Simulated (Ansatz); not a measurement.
Geometry optimisation, RKS PBE-D4/def2-SVP in Ansatz 0.2.0.

The input (input.yaml):

```yaml
crystal:
  periodic: [false, false, false]
  atoms:
    - { symbol: B, position_ang: [-0.079073, -0.58603, -0.511312] }
    - { symbol: C, position_ang: [-0.020527, -0.220425, 2.276238] }
    - { symbol: H, position_ang: [-0.949759, -0.121822, 2.870272] }
    - { symbol: H, position_ang: [0.837881, -0.337708, 2.966125] }
    - { symbol: H, position_ang: [0.123045, 0.685427, 1.664308] }
    - { symbol: O, position_ang: [1.128237, 0.023335, -0.701129] }
    - { symbol: H, position_ang: [1.861691, -0.613323, -0.653463] }
    - { symbol: O, position_ang: [-1.213464, 0.167126, -0.596366] }
    - { symbol: H, position_ang: [-2.01167, -0.369074, -0.451586] }
    - { symbol: F, position_ang: [-0.151223, -1.916936, -0.325496] }
    - { symbol: H, position_ang: [-0.091537, -1.12657, 1.646109] }
basis:
  gaussian: { orbitals: def2-SVP }
hamiltonian:
  xc: pbe
  dispersion: d4
relax:
  f_tol: 0.03
  max_steps: 50
```

Run as:

```bash
$ ansatz run input.yaml --threads 2 --pin off --max-ram 3072MiB --backend cpu --events-out ev --progress --plain --runs-dir out
```

Task: Where does it end, and by what steps?

Result: The forces met the threshold. The force dipped under the threshold on the way, but the program's further checks kept it going. After 24 steps the energy has fallen by 0.140 eV; H5 moved furthest, 0.97 Å.

```json
{"step": "0", "energy less start (eV)": "0.0000", "largest force component (eV/Å)": "0.697", "accepted": "yes"}
{"step": "1", "energy less start (eV)": "-0.1042", "largest force component (eV/Å)": "0.332", "accepted": "yes"}
{"step": "2", "energy less start (eV)": "0.0451", "largest force component (eV/Å)": "1.697", "accepted": "no"}
{"step": "3", "energy less start (eV)": "-0.1121", "largest force component (eV/Å)": "0.053", "accepted": "yes"}
{"step": "4", "energy less start (eV)": "-0.1168", "largest force component (eV/Å)": "0.048", "accepted": "yes"}
{"step": "5", "energy less start (eV)": "-0.1185", "largest force component (eV/Å)": "0.055", "accepted": "yes"}
{"step": "6", "energy less start (eV)": "-0.1197", "largest force component (eV/Å)": "0.083", "accepted": "yes"}
{"step": "7", "energy less start (eV)": "-0.1203", "largest force component (eV/Å)": "0.242", "accepted": "yes"}
{"step": "8", "energy less start (eV)": "-0.1241", "largest force component (eV/Å)": "0.149", "accepted": "yes"}
{"step": "9", "energy less start (eV)": "-0.1265", "largest force component (eV/Å)": "0.291", "accepted": "yes"}
{"step": "10", "energy less start (eV)": "-0.1313", "largest force component (eV/Å)": "0.174", "accepted": "yes"}
{"step": "11", "energy less start (eV)": "-0.1346", "largest force component (eV/Å)": "0.032", "accepted": "yes"}
{"step": "12", "energy less start (eV)": "-0.1322", "largest force component (eV/Å)": "0.351", "accepted": "no"}
{"step": "13", "energy less start (eV)": "-0.1308", "largest force component (eV/Å)": "0.360", "accepted": "no"}
{"step": "14", "energy less start (eV)": "-0.1354", "largest force component (eV/Å)": "0.009", "accepted": "yes"}
{"step": "15", "energy less start (eV)": "-0.1363", "largest force component (eV/Å)": "0.102", "accepted": "yes"}
{"step": "16", "energy less start (eV)": "-0.1371", "largest force component (eV/Å)": "0.072", "accepted": "yes"}
{"step": "17", "energy less start (eV)": "-0.1382", "largest force component (eV/Å)": "0.045", "accepted": "yes"}
{"step": "18", "energy less start (eV)": "-0.1383", "largest force component (eV/Å)": "0.145", "accepted": "yes"}
{"step": "19", "energy less start (eV)": "-0.1392", "largest force component (eV/Å)": "0.042", "accepted": "yes"}
{"step": "20", "energy less start (eV)": "-0.1361", "largest force component (eV/Å)": "0.248", "accepted": "no"}
{"step": "21", "energy less start (eV)": "-0.1393", "largest force component (eV/Å)": "0.005", "accepted": "yes"}
{"step": "22", "energy less start (eV)": "-0.1396", "largest force component (eV/Å)": "0.018", "accepted": "yes"}
{"step": "23", "energy less start (eV)": "-0.1376", "largest force component (eV/Å)": "0.260", "accepted": "no"}
{"step": "24", "energy less start (eV)": "-0.1399", "largest force component (eV/Å)": "0.029", "accepted": "yes"}
```

```xyz
11
Properties=species:S:1:pos:R:3
B -0.170 -0.519 -0.708
C 0.091 -0.301 2.494
H -0.868 0.162 2.195
H 0.267 -0.140 3.574
H 0.905 0.166 1.907
O 0.978 0.185 -0.926
H 1.758 -0.395 -0.898
O -1.363 0.140 -0.701
H -2.100 -0.469 -0.524
F -0.124 -1.861 -0.505
H 0.060 -1.385 2.276
```

Whether the end is a true minimum wasn't checked by a vibrational analysis.

The run took 43 s on 2 threads of Arm Neoverse V1 (shared host), peak memory 0.15 GiB.
